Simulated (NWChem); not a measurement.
System: GeBr₃, doublet; SMILES [Br][Ge]([Br])[Br]

Input file for NWChem:

```
start job
memory heap 200 mb stack 900 mb global 1100 mb
geometry units angstroms noautoz
  Br     0.743154    -2.053128    -0.180096
  Ge     0.000000     0.000000     0.602930
  Br    -2.149638     0.382974    -0.180096
  Br     1.406484     1.670154    -0.180096
end
basis spherical
  Br library def2-tzvp
  Ge library def2-tzvp
end
dft
  odft
  mult 2
  xc hfexch
  iterations 150
  semidirect filesize 400000000
  mulliken
end
task dft energy
```

NWChem printed, in part:

```
             Northwest Computational Chemistry Package (NWChem) 7.3.0
             --------------------------------------------------------

 C3  symmetry detected

                             Geometry "geometry" -> ""
                             -------------------------

 Output coordinates in angstroms (scale by  1.889725989 to convert to a.u.)

  No.       Tag          Charge          X              Y              Z
 ---- ---------------- ---------- -------------- -------------- --------------
    1 Br                  35.0000    -1.23470458    -1.80086558    -0.18289658
    2 Ge                  32.0000     0.00000000     0.00000000     0.60012942
    3 Br                  35.0000    -0.94224305     1.96971832    -0.18289658
    4 Br                  35.0000     2.17694763    -0.16885275    -0.18289658

 Effective nuclear repulsion energy (a.u.)    1280.7308769989

      Symmetry information
      --------------------

 Group name             C3
 Group number              5
 Group order               3
 No. of unique centers     2

  xc_inp: hfexch multiplicative factor not found.

                                 NWChem DFT Module
                                 -----------------

 Summary of "ao basis" -> "ao basis" (spherical)
 ------------------------------------------------------------------------------
       Tag                 Description            Shells   Functions and Types
 ---------------- ------------------------------  ------  ---------------------
 Br                        def2-tzvp                16       48   6s5p4d1f
 Ge                        def2-tzvp                16       48   6s5p4d1f

      Symmetry analysis of basis
      --------------------------

        a          66
        e+         63
        e-         63

  Rotation of axis

            General Information
            -------------------
          SCF calculation type: DFT
          Wavefunction type:  spin polarized.
          No. of atoms     :     4
          No. of electrons :   137
           Alpha electrons :    69
            Beta electrons :    68
          Charge           :     0
          Spin multiplicity:     2
          Use of symmetry is: on ; symmetry adaption is: on
          Maximum number of iterations: 150
          AO basis - number of functions:   192
                     number of shells:    64
          Convergence on energy requested:  1.00D-06
          Convergence on density requested:  1.00D-05
          Convergence on gradient requested:  5.00D-04

              XC Information
              --------------
                     Hartree-Fock (Exact) Exchange  1.000

      Superposition of Atomic Density Guess
      -------------------------------------

 Sum of atomic energies:       -9792.50306256

      Non-variational initial energy
      ------------------------------

 Total energy =   -9793.123101
 1-e energy   =  -16201.266737
 2-e energy   =    5127.412759
 HOMO         =      -0.186680
 LUMO         =       0.027253

   Symmetry analysis of molecular orbitals - initial alpha
   -------------------------------------------------------

  Numbering of irreducible representations:

     1 a           2 e+          3 e-

  Orbital symmetries:

     1 a           2 e+          3 e+          4 a           5 e+
     6 e+          7 a           8 e+          9 e+         10 a
    11 a          12 e+         13 e+         14 e+         15 e+
    16 a          17 a          18 e+         19 e+         20 a
    21 a          22 e+         23 e+         24 a          25 e+
    26 e+         27 a          28 e+         29 e+         30 e+
    31 e+         32 a          33 a          34 e+         35 e+
    36 a          37 a          38 e+         39 e+         40 e+
    41 e+         42 a          43 a          44 e+         45 e+
    46 e+         47 e+         48 a          49 a          50 e+
    51 e+         52 e+         53 e+         54 e+         55 e+
    56 a          57 a          58 e+         59 e+         60 a
    61 e+         62 e+         63 a          64 e+         65 e+
    66 e+         67 e+         68 a          69 a          70 a
    71 e+         72 e+         73 e+         74 e+         75 a
    76 a          77 e+         78 e+         79 e+

   Symmetry analysis of molecular orbitals - initial beta
   ------------------------------------------------------

  Numbering of irreducible representations:

     1 a           2 e+          3 e-

  Orbital symmetries:

     1 a           2 e+          3 e+          4 a           5 e+
     6 e+          7 a           8 e+          9 e+         10 a
    11 a          12 e+         13 e+         14 e+         15 e+
    16 a          17 a          18 e+         19 e+         20 a
    21 a          22 e+         23 e+         24 a          25 e+
    26 e+         27 a          28 e+         29 e+         30 e+
    31 e+         32 a          33 a          34 e+         35 e+
    36 a          37 a          38 e+         39 e+         40 e+
    41 e+         42 a          43 a          44 e+         45 e+
    46 e+         47 e+         48 a          49 a          50 e+
    51 e+         52 e+         53 e+         54 e+         55 e+
    56 a          57 a          58 e+         59 e+         60 a
    61 e+         62 e+         63 a          64 e+         65 e+
    66 e+         67 e+         68 a          69 a          70 a
    71 e+         72 e+         73 e+         74 e+         75 a
    76 a          77 e+         78 e+         79 e+

------------------------------------------------------------
EAF file 0: "./job.aoints.0" size=148897792 bytes
------------------------------------------------------------
               write      read    awrite     aread      wait
               -----      ----    ------     -----      ----
     calls:      284         0         0         0         0
   data(b): 1.49e+08  0.00e+00  0.00e+00  0.00e+00
   time(s): 0.00e+00  0.00e+00  0.00e+00  0.00e+00  0.00e+00
rate(mb/s): 0.00e+00  0.00e+00
------------------------------------------------------------

     ---------------------------------------------
      Total Density - Mulliken Population Analysis
     ---------------------------------------------

    Atom       Charge   Shell Charges
 -----------   ------   -------------------------------------------------------
    1 Br  35    35.42   2.00  2.00  1.16  0.78  1.01  0.99  6.00  5.94  1.29  2.92  1.31  8.98  1.02 -0.01  0.03  0.00
    2 Ge  32    30.74   2.00  2.00  1.17  0.79  0.85  0.63  5.98  4.40  1.59  0.69  0.43  8.91  1.09  0.06  0.10  0.03
    3 Br  35    35.42   2.00  2.00  1.16  0.78  1.01  0.99  6.00  5.94  1.29  2.92  1.31  8.98  1.02 -0.01  0.03  0.00
    4 Br  35    35.42   2.00  2.00  1.16  0.78  1.01  0.99  6.00  5.94  1.29  2.92  1.31  8.98  1.02 -0.01  0.03  0.00

     --------------------------------------------
      Spin Density - Mulliken Population Analysis
     --------------------------------------------

    Atom       Charge   Shell Charges
 -----------   ------   -------------------------------------------------------
    1 Br  35     0.14   0.00  0.00  0.00 -0.00  0.00 -0.00  0.00  0.00  0.04  0.07  0.02  0.00 -0.00  0.00  0.00  0.00
    2 Ge  32     0.58   0.00  0.00  0.01 -0.01  0.16  0.23  0.00  0.00 -0.00  0.09  0.11  0.00 -0.00  0.00  0.00  0.00
    3 Br  35     0.14   0.00  0.00  0.00 -0.00  0.00 -0.00  0.00  0.00  0.04  0.07  0.02  0.00 -0.00  0.00  0.00  0.00
    4 Br  35     0.14   0.00  0.00  0.00 -0.00  0.00 -0.00  0.00  0.00  0.04  0.07  0.02  0.00 -0.00  0.00  0.00  0.00

   convergence    iter        energy       DeltaE   RMS-Dens  Diis-err
 ---------------- ----- ----------------- --------- --------- ---------
 d= 0,ls=0.0,diis     1  -9792.6621012933 -1.11D+04  3.03D-03  9.01D-02
                                                     1.68D-03  8.72D-02
 d= 0,ls=0.0,diis     2  -9792.7069059414 -4.48D-02  7.32D-04  5.88D-02
                                                     6.85D-04  5.45D-02
 d= 0,ls=0.0,diis     3  -9792.7337059589 -2.68D-02  5.18D-04  1.81D-03
                                                     2.12D-04  1.47D-03
 d= 0,ls=0.0,diis     4  -9792.7362890544 -2.58D-03  3.80D-04  5.11D-04
                                                     1.30D-04  3.34D-04
 d= 0,ls=0.0,diis     5  -9792.7371935577 -9.05D-04  1.50D-04  6.70D-05
                                                     5.12D-05  3.65D-05
  Resetting Diis
 d= 0,ls=0.0,diis     6  -9792.7373300890 -1.37D-04  5.67D-05  1.13D-05
                                                     2.60D-05  8.27D-06
 d= 0,ls=0.0,diis     7  -9792.7373576596 -2.76D-05  1.62D-05  2.99D-06
                                                     1.08D-05  2.47D-06
 d= 0,ls=0.0,diis     8  -9792.7373636005 -5.94D-06  1.71D-05  1.52D-06
                                                     1.12D-05  1.07D-06
 d= 0,ls=0.0,diis     9  -9792.7373677007 -4.10D-06  1.92D-05  4.76D-07
                                                     1.35D-05  4.91D-07
 d= 0,ls=0.0,diis    10  -9792.7373695359 -1.84D-06  2.09D-06  1.47D-08
                                                     1.63D-06  1.76D-08
 d= 0,ls=0.0,diis    11  -9792.7373695744 -3.84D-08  5.62D-07  2.25D-09
                                                     6.34D-07  3.97D-09

         Total DFT energy =    -9792.737369574368
      One electron energy =   -16200.433835332404
           Coulomb energy =     5473.588648302310
    Exchange-Corr. energy =     -346.623059543134
 Nuclear repulsion energy =     1280.730876998861

 Numeric. integr. density =        0.000000000000

                  Occupations of the irreducible representations
                  ----------------------------------------------

[...]
```

Level: UHF/def2-TZVP. In the optimisation the excess spin sits in a (C3, its own frame). All runs use the structure optimised with PBE0/def2-SVP, spin-unrestricted. No stability test was run on the SCF state.
